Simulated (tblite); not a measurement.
A geometry optimisation, step by step.

Compound: C₄H₈O₂Si.
Atom-mapped SMILES: `[CH2:1]=[CH:2][O:3][Si@H:4]([CH3:5])[CH:6]=[O:7]` (hydrogens: H8, H9 on C1; H10 on C2; H11 on Si4; H12, H13, H14 on C5; H15 on C6)

Computed with GFN2-xTB (tblite), gas phase: L-BFGS steps from a force-field or distance-geometry start until the largest atomic force falls under 0.01 eV/Å. 9 of its 143 geometries are shown.

Step 0: E = -610.7207 eV, largest atomic force 3.540 eV/Å
```
atom  x, y, z in Å  |  force x, y, z in eV/Å
C1     -2.798   -0.073    0.186   -0.862   1.198   0.255
C2     -1.790   -0.896    0.191    1.395   0.387   0.928
O3     -0.583   -0.528    0.825    0.478  -0.295  -2.186
Si4     0.717   -0.046   -0.240   -1.776  -2.919   0.925
C5      2.352   -0.610    0.442    1.422  -0.524   0.789
C6      0.626    1.757   -0.507   -0.982   2.394  -2.180
O7      0.164    2.233   -1.549    0.695  -0.569   1.579
H8     -2.729    0.922    0.660   -0.222  -0.783  -0.497
H9     -3.703   -0.400   -0.300   -0.125   0.346   0.191
H10    -1.912   -1.861   -0.271    0.694  -0.239   0.112
H11     0.509   -0.766   -1.506   -0.116   0.195  -0.001
H12     2.262   -1.194    1.385   -0.018   0.338  -0.755
H13     2.977    0.266    0.701   -0.135  -0.563  -0.251
H14     2.914   -1.250   -0.294   -0.553   0.750   0.805
H15     0.990    2.453    0.255    0.104   0.283   0.287
```

Step 18: E = -611.3037 eV, largest atomic force 0.226 eV/Å
```
atom  x, y, z in Å  |  force x, y, z in eV/Å
C1     -2.811   -0.052    0.251    0.158  -0.090   0.013
C2     -1.790   -0.885    0.172   -0.009   0.001  -0.007
O3     -0.509   -0.576    0.508   -0.031  -0.082   0.050
Si4     0.763   -0.140   -0.417   -0.008  -0.105  -0.038
C5      2.349   -0.622    0.520   -0.060   0.048  -0.033
C6      0.618    1.772   -0.586    0.009   0.040   0.014
O7      0.137    2.361   -1.520   -0.005  -0.020  -0.081
H8     -2.666    0.969    0.567   -0.139  -0.113  -0.047
H9     -3.798   -0.399   -0.006    0.096   0.188   0.081
H10    -1.903   -1.910   -0.166   -0.031  -0.003   0.033
H11     0.577   -0.711   -1.752    0.149  -0.031  -0.012
H12     2.164   -1.176    1.437   -0.118   0.051  -0.091
H13     2.934    0.257    0.781   -0.029   0.002  -0.001
H14     2.984   -1.242   -0.106   -0.038   0.001  -0.006
H15     0.947    2.362    0.295    0.057   0.114   0.123
```

Step 36: E = -611.3585 eV, largest atomic force 0.102 eV/Å
```
atom  x, y, z in Å  |  force x, y, z in eV/Å
C1     -2.731   -0.056    0.316   -0.001  -0.011  -0.003
C2     -1.792   -0.971    0.159   -0.066   0.027  -0.019
O3     -0.464   -0.761    0.289   -0.039  -0.078   0.022
Si4     0.774   -0.122   -0.544   -0.014  -0.071  -0.035
C5      2.257   -0.584    0.536    0.062  -0.007  -0.008
C6      0.603    1.798   -0.613    0.016   0.046   0.022
O7      0.177    2.446   -1.534   -0.033  -0.046  -0.071
H8     -2.502    0.974    0.532    0.032  -0.055  -0.045
H9     -3.767   -0.329    0.231    0.038   0.050   0.022
H10    -2.036   -2.009   -0.051    0.027   0.036   0.000
H11     0.835   -0.647   -1.910   -0.049   0.038   0.011
H12     1.950   -1.119    1.430   -0.023   0.030   0.005
H13     2.837    0.280    0.841   -0.002   0.067   0.042
H14     2.933   -1.232   -0.009    0.054  -0.072  -0.033
H15     0.921    2.340    0.306   -0.002   0.045   0.091
```

Step 53: E = -611.3855 eV, largest atomic force 0.126 eV/Å
```
atom  x, y, z in Å  |  force x, y, z in eV/Å
C1     -2.575   -0.009    0.314    0.018  -0.058   0.070
C2     -1.787   -1.053    0.135   -0.053  -0.016  -0.104
O3     -0.445   -1.043    0.033    0.018   0.070   0.054
Si4     0.767   -0.156   -0.595   -0.018   0.016  -0.089
C5      2.215   -0.560    0.562   -0.011   0.018  -0.046
C6      0.523    1.765   -0.570   -0.120   0.024   0.032
O7      0.166    2.403   -1.528   -0.015  -0.015  -0.052
H8     -2.196    0.995    0.394    0.023  -0.005  -0.068
H9     -3.633   -0.160    0.411   -0.007   0.090  -0.005
H10    -2.187   -2.060    0.069    0.026   0.000   0.023
H11     0.874   -0.491   -2.018    0.045  -0.035   0.107
H12     1.864   -1.051    1.467    0.029   0.017  -0.019
H13     2.758    0.335    0.849    0.034  -0.018   0.022
H14     2.924   -1.226    0.084    0.019  -0.024  -0.007
H15     0.728    2.320    0.373    0.011  -0.063   0.082
```

Step 71: E = -611.4283 eV, largest atomic force 0.049 eV/Å
```
atom  x, y, z in Å  |  force x, y, z in eV/Å
C1     -2.442    0.083    0.251    0.028  -0.025  -0.020
C2     -1.762   -1.042    0.130   -0.038   0.005   0.008
O3     -0.436   -1.150   -0.083    0.017   0.015   0.037
Si4     0.777   -0.200   -0.621   -0.025  -0.031  -0.027
C5      2.238   -0.548    0.539    0.005   0.016  -0.002
C6      0.334    1.675   -0.486   -0.039  -0.029   0.004
O7      0.015    2.381   -1.409    0.035  -0.002   0.005
H8     -1.960    1.039    0.155   -0.001   0.033  -0.014
H9     -3.498    0.080    0.439   -0.005  -0.032  -0.001
H10    -2.228   -2.016    0.221   -0.015   0.004   0.011
H11     0.968   -0.537   -2.028    0.016   0.023  -0.022
H12     1.904   -0.991    1.473    0.008   0.005  -0.005
H13     2.790    0.356    0.774    0.026   0.006   0.009
H14     2.939   -1.240    0.084   -0.016  -0.015  -0.006
H15     0.360    2.119    0.538    0.006   0.028   0.022
```

Step 89: E = -611.4397 eV, largest atomic force 0.077 eV/Å
```
atom  x, y, z in Å  |  force x, y, z in eV/Å
C1     -2.483    0.087    0.161    0.034  -0.042  -0.012
C2     -1.766   -1.021    0.192   -0.040  -0.030  -0.032
O3     -0.420   -1.102    0.124    0.032   0.017  -0.002
Si4     0.764   -0.202   -0.554   -0.062   0.045   0.005
C5      2.299   -0.569    0.494    0.011  -0.003   0.019
C6      0.315    1.671   -0.423    0.017   0.001   0.007
O7      0.068    2.386   -1.362    0.020   0.017   0.013
H8     -2.018    1.052    0.062   -0.013  -0.002  -0.052
H9     -3.555    0.060    0.224    0.038  -0.025   0.042
H10    -2.217   -2.003    0.304   -0.002   0.042   0.002
H11     0.879   -0.508   -1.978   -0.027  -0.039   0.009
H12     2.033   -0.970    1.467   -0.030   0.007   0.030
H13     2.897    0.322    0.651    0.025   0.021   0.001
H14     2.937   -1.300    0.011   -0.010  -0.020  -0.041
H15     0.262    2.106    0.604    0.007   0.010   0.011
```

Step 106: E = -611.4878 eV, largest atomic force 0.150 eV/Å
```
atom  x, y, z in Å  |  force x, y, z in eV/Å
C1     -2.526   -0.031   -0.088    0.058  -0.107  -0.002
C2     -1.745   -1.005    0.350   -0.097   0.029  -0.046
O3     -0.397   -1.020    0.306   -0.026   0.013   0.003
Si4     0.708   -0.125   -0.503   -0.001  -0.018   0.031
C5      2.320   -0.584    0.381   -0.015  -0.014   0.049
C6      0.379    1.754   -0.229   -0.089  -0.063   0.103
O7      0.468    2.613   -1.068    0.006   0.064   0.004
H8     -2.119    0.854   -0.551   -0.018  -0.063   0.043
H9     -3.594   -0.101   -0.003    0.028   0.010   0.007
H10    -2.140   -1.910    0.806    0.032   0.135  -0.019
H11     0.625   -0.420   -1.933    0.047   0.038   0.015
H12     2.134   -0.773    1.437    0.045   0.021  -0.049
H13     3.070    0.199    0.304   -0.049  -0.045  -0.033
H14     2.742   -1.490   -0.042    0.031  -0.006   0.005
H15     0.070    2.046    0.810    0.049   0.004  -0.112
```

Step 124: E = -611.5111 eV, largest atomic force 0.047 eV/Å
```
atom  x, y, z in Å  |  force x, y, z in eV/Å
C1     -2.561   -0.186   -0.289   -0.026  -0.026  -0.006
C2     -1.766   -0.925    0.461    0.015  -0.001   0.000
O3     -0.418   -0.921    0.434    0.001   0.001  -0.008
Si4     0.673   -0.062   -0.431    0.012   0.000   0.002
C5      2.334   -0.620    0.282    0.015   0.020  -0.001
C6      0.418    1.810   -0.045   -0.025  -0.024   0.031
O7      0.762    2.728   -0.743    0.018   0.025  -0.035
H8     -2.168    0.502   -1.018    0.004   0.018   0.007
H9     -3.628   -0.259   -0.199    0.001   0.004   0.003
H10    -2.146   -1.627    1.194    0.001   0.007  -0.002
H11     0.537   -0.273   -1.873   -0.001   0.007   0.008
H12     2.334   -0.596    1.369   -0.009  -0.005   0.006
H13     3.131    0.029   -0.064    0.009  -0.004  -0.011
H14     2.575   -1.632   -0.026   -0.010  -0.016   0.005
H15    -0.082    2.039    0.927   -0.005  -0.006   0.000
```

Step 142: E = -611.5123 eV, largest atomic force 0.010 eV/Å
```
atom  x, y, z in Å  |  force x, y, z in eV/Å
C1     -2.566   -0.189   -0.282    0.005   0.004  -0.003
C2     -1.758   -0.929    0.453    0.004  -0.003   0.001
O3     -0.410   -0.919    0.413   -0.003   0.003   0.001
Si4     0.685   -0.049   -0.433   -0.002  -0.002  -0.003
C5      2.336   -0.628    0.287   -0.005   0.002  -0.003
C6      0.410    1.820   -0.048    0.001  -0.004   0.001
O7      0.766    2.739   -0.742    0.004   0.003   0.001
H8     -2.186    0.512   -1.005    0.001  -0.001   0.006
H9     -3.632   -0.269   -0.178    0.000   0.000  -0.001
H10    -2.127   -1.639    1.185    0.001  -0.001  -0.005
H11     0.563   -0.242   -1.878   -0.005  -0.004   0.001
H12     2.345   -0.573    1.373   -0.004   0.001   0.002
H13     3.151   -0.016   -0.084    0.003   0.001  -0.009
H14     2.539   -1.657    0.008    0.000   0.004   0.009
H15    -0.121    2.049    0.907   -0.001  -0.002   0.003
```

Task: Summarise the path.

Result: The energy falls by 0.7916 eV from step 0 to step 142; nine tenths of that is first reached at step 79. It rises by more than 0.2 meV at steps 55, 97, 99 and 111. The largest force goes from 3.540 to 0.010 eV/Å. Among the bonds O3–Si4 changes most, from 1.749 to 1.635 Å; the atoms move by 0.873 Å rms after alignment.

What follows is the cost of the whole relaxation. Time: 1.5 s. Hardware: one thread, Arm Neoverse N1 (aarch64) (shared host).
